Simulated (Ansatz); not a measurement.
`[F][Al]([Cl])[GeH3]` + NH₃ → `[NH2][Al]([F])[Cl]` + GeH₄  (cleavage of the Al–Ge bond)

Program: Ansatz. Geometries: PBE0-D4/def2-TZVP. ΔE: electronic, gas phase. CBS: MP2 limit from def2 TZ/QZ plus the TZ coupled-cluster correction, frozen cores. This one scheme is used for every species. Functionals use def2-TZVPP. For Ge outer-core shells are correlated without core-valence functions, which leaves a few kJ/mol of doubt a bond. Scalar relativity is left out up to krypton. Each species was taken in one conformer, which may not be the lowest.

```csv
level,ΔE (kJ/mol)
LDA (SPW92),-51.8
B97M-V,-65.9
MP2/def2-TZVPP,-66.7
SCS-MP2/def2-QZVPP,-68.5
```

Task: What does CCSD(T)/CBS give? (Best estimate.)

Result: The calculation gave: -59.2 kJ/mol. The listed levels differ from it by 7.4, -6.7, -7.5, -9.3 kJ/mol.

Largest T1 diagnostic among the species: 0.012.

From BLYP to BHLYP (50 % exact exchange), in def2-TZVPP and without D4, ΔE moves by −10.9 kJ/mol. At CCSD(T), def2-SVP lies −7.2 kJ/mol from the extrapolated value and def2-TZVPP −2.4 kJ/mol. Leaving LDA and LC-ωPBE aside and taking each functional with its dispersion term where it has one, the values, not all of them listed here, spread over 22.1 kJ/mol, from CAM-B3LYP-D4 to PBE-D4. LDA lies −6.4 kJ/mol from PBE without D4.
